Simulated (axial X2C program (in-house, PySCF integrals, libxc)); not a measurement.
# Photoelectron levels of CsCl by EOM-IP-CCSD

Computed with an in-house all-electron X2C program for linear molecules (integrals from PySCF): two-component X2C with atomic mean-field Coulomb and Gaunt terms, Gaussian nuclei, basis Cs dyall-cv3z, Cl dyall-av3z with contracted cores.

R = 2.674 Å (0.920 times 2.906 Å, the PBE0 minimum at charge 0 for the lowest determinant).

Vertical ionisation energies of CsCl to the states of CsCl⁺:

```csv
Ω of CsCl⁺,vertical IE (eV),above lowest (cm⁻¹),ionised spinor,one-hole weight
1/2,8.638,0,"82% Cl pσ, 7% Cs dσ",0.94
3/2,8.926,2318,93% Cl pπ,0.94
1/2,9.007,2970,93% Cl pπ,0.94
1/2,16.792,65761,"62% Cs pσ, 23% Cs pπ",0.94
3/2,17.028,67665,98% Cs pπ,0.95
1/2,18.486,79427,"76% Cs pπ, 17% Cs pσ",0.94
```

Problem. What is the splitting of the first π pair in the table, and is it regular or inverted?

Solution. E(3/2) − E(1/2) = 2318 − 2970 = -652 cm⁻¹ at EOM-IP-CCSD: inverted, Ω = 3/2 lower. Splittings at this level can be off by ten to twenty per cent.

This point took 11 s on 1 thread of Arm Neoverse V1 (shared host).

Reference electrons by ω block (each with its −ω partner): 1/2: 24, 3/2: 10, 5/2: 2. 16 electrons of CsCl correlated (inner shells frozen), 88 natural virtual spinors (a truncated set); levels can be off by some tenths of an eV. Roots sought by Ω: (1/2: 4, 3/2: 3, 5/2: 1); the list ends where they run out and leaves out roots under 60 % one-particle weight. The solver can skip a root, and states that need a further excitation, which the method places far too high, are missing though they may lie low or lowest. T1 of the reference 0.005 (Lee–Taylor). Number of frozen shells: Cs 4 s, 3 p, 2 d; Cl 2 s, 1 p.
